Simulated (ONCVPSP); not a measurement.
## tellurium (Te): excitation energies, all-electron against ONCV

| Property | Result |
| --- | --- |
| Element | tellurium |
| Generator | ONCVPSP 4.0.1 |
| Type | optimised norm-conserving Vanderbilt (ONCV) |
| Functional | PBE |
| Relativity | scalar-relativistic |
| Frozen core | [Kr] 4d10 |
| Valence charge | 6 |
| Reference configuration | 5s2 5p4 |
| Partial waves | 5s: rc 1.55 bohr, ncon 4, nbas 9, qcut 3.3 1/bohr, local; 5p: rc 2.40 bohr, ncon 4, nbas 7, qcut 4.2 1/bohr, 1 projector |
| Local potential | the s channel |
| Core correction | Teter function, fcfact 4.5, rcfact 1.5 |

Energies are relative to the spin-unpolarised reference configuration 5s2 5p4; without spin polarisation the order of configurations can differ from experiment.

Problem. Give the all-electron excitation energy and the error of the potential for: 5s2 5p3; 5s2 5p2; 5s2 5p1; 5s1 5p4.

Solution.

```tsv
valence configuration	charge	ΔE all-electron (eV)	error AE − PS (meV)
5s2 5p3	+1	9.729	-18
5s2 5p2	+2	27.654	-111
5s2 5p1	+3	54.552	-359
5s1 5p4	+1	19.572	-28
```

Levels in the configuration 5s2 5p2:

```json
{"level": "5s", "all-electron (eV)": "-32.715", "pseudo (eV)": "-32.860"}
{"level": "5p", "all-electron (eV)": "-22.304", "pseudo (eV)": "-22.454"}
```
